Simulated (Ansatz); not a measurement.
Species: ZnH₂, net charge 1, doublet state. The spin state was set by rule; other spins were not relaxed. 
Geometry from a B3LYP-D3(BJ)/def2-TZVP (Ansatz, a program for electronic structure) optimisation:
```
Zn
H 1 1.6558
H 1 1.6558 2 180.00
```
Charge +1, spin multiplicity 2.

Total electronic energies in hartree. Correlated levels leave the core frozen unless marked. Open shells are spin-unrestricted. Spin-orbit coupling is left out. Frozen are the shells of the preceding noble gas and the d and f shells that filled before the atom's block. Non-relativistic. CBS marks a two-point X^-3 extrapolation of the correlation energy; Hartree-Fock from the larger set. [CCSD(T)-MP2]/basis is that difference in the basis named. The program attaches cautions to a run behind HF/def2-SVP: other roots. The program attaches cautions to a run behind CCSD/def2-SVP: other roots. The program attaches cautions to a run behind RI-MP2/CBS(def2-TZVPP,def2-QZVPP)+[CCSD(T)-MP2]/def2-SVP: other roots.

The UHF reference is spin-contaminated (<S^2> 0.16 over the pure value in the largest basis). 

```
level                                                              program  energy (Eh)
----------------------------------------------------------  --------------  -----------
HF/def2-SVP                                                         Ansatz  -1778.33184
HF/def2-QZVPPD                                                      Ansatz  -1778.61753
RI-HF/def2-QZVPPD                                                   Ansatz  -1778.61743
B3LYP-D4/def2-TZVPD                                         Ansatz + dftd4  -1780.23252
PBE0-D3(BJ)/def2-TZVP                                       Ansatz + dftd3  -1779.92354
PBE0-D3(BJ)/def2-TZVPD                                      Ansatz + dftd3  -1779.92396
BHLYP-D4/def2-TZVPD                                         Ansatz + dftd4  -1780.13308
r2SCANh-D4/def2-TZVPD                                       Ansatz + dftd4  -1780.14296
r2SCANh/def2-TZVPD                                                  Ansatz  -1780.14288
HSE06-D3(BJ)/def2-TZVPD                                     Ansatz + dftd3  -1779.92232
HSE06/def2-TZVPD                                                    Ansatz  -1779.92188
B2GP-PLYP-D4/def2-TZVPD                                     Ansatz + dftd4  -1779.74128
B2PLYP/def2-TZVPD                                                   Ansatz  -1779.86496
RPA@PBE/def2-TZVPP                                                  Ansatz  -1779.19798
MP2/def2-SVPD                                                       Ansatz  -1778.63011
SCS-MP2/def2-QZVPP                                                  Ansatz  -1779.08240
CCSD/def2-SVP                                                       Ansatz  -1778.61513
CCSD/def2-TZVPP                                                     Ansatz  -1779.03169
CCSD(T)/6-31G*                                                      Ansatz  -1778.49510
CCSD(T)/def2-TZVPP                                                  Ansatz  -1779.04473
RI-MP2/CBS(def2-TZVPP,def2-QZVPP)+[CCSD(T)-MP2]/def2-SVP            Ansatz   -1779.1629
RI-MP2/CBS(def2-TZVPP,def2-QZVPP)+[CCSD(T)-MP2]/def2-TZVPP          Ansatz   -1779.1440
CCSD(T)/CBS(def2-TZVPPD,def2-QZVPPD)                                Ansatz   -1779.1441
```

Totals of different functionals don't rank their quality; only differences between species are comparable.
